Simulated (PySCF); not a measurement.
Computed IR spectrum (relative IR intensity) of a molecule CH8FNOSi2. The structure is a stationary point at PBE-D3(BJ)/def2-SVP. Other conformers were not sampled. Calculation: PBE-D3(BJ)/def2-SVP in PySCF. Frequencies are harmonic and unscaled.

Lines under 2 % of the strongest are left out, and lines within 2 cm⁻¹ are merged.

```csv
ν (cm⁻¹),relative intensity
215,42
275,4.2
325,17
365,21
407,13
483,4.4
596,2.2
681,3.0
714,32
736,5.4
778,24
805,13
814,50
848,12
888,87
894,63
912,48
925,94
978,75
1150,100
1217,10
2140,62
2187,38
2213,64
3514,13
3770,36
```

Which structure fits?
A. C[SiH2]N[Si@H](O)F
B. CN[Si@H](O)[SiH2]F
C. C[SiH2]O[Si@@H](N)F
D. C[Si@](O)(F)N[SiH3]

A, C[SiH2]N[Si@H](O)F
